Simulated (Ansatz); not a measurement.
Reaction (redistribution): `[SiH2]` + `[F][GeH]([Cl])[O][SiH3]` → `[SiH]O[SiH3]` + `[F][GeH2][Cl]`

Gas-phase electronic energies from Ansatz, PBE0-D4/def2-TZVP geometries. CCSD(T)/CBS is the MP2 limit (def2-TZVPP, def2-QZVPP) plus CCSD(T) − MP2 in def2-TZVPP, frozen cores. This one scheme is used for every species. Functionals use def2-TZVPP. For Ge outer-core shells are correlated without core-valence functions, which leaves a few kJ/mol of doubt a bond. Scalar relativity is left out up to krypton. One conformer a species, not always the lowest.

| level | ΔE (kJ/mol) |
| --- | --- |
| BLYP-D4 | -95.4 |
| MP2/def2-QZVPP | -88.8 |

What does CCSD(T)/CBS give? (An estimate is asked.)

The calculation gave: -86.2 kJ/mol. The listed levels differ from it by -9.2, -2.6 kJ/mol.

Largest T1 diagnostic among the species: 0.014.

Leaving LDA and LC-ωPBE aside and taking each functional with its dispersion term where it has one, the values, not all of them listed here, spread over 8.2 kJ/mol, from BLYP-D4 to PBE-QIDH. LDA lies −3.6 kJ/mol from PBE without D4. From PBE to PBE0 (25 % exact exchange), in def2-TZVPP and without D4, ΔE moves by +4.0 kJ/mol. At CCSD(T), def2-SVP lies +17.4 kJ/mol from the extrapolated value and def2-TZVPP +4.7 kJ/mol.
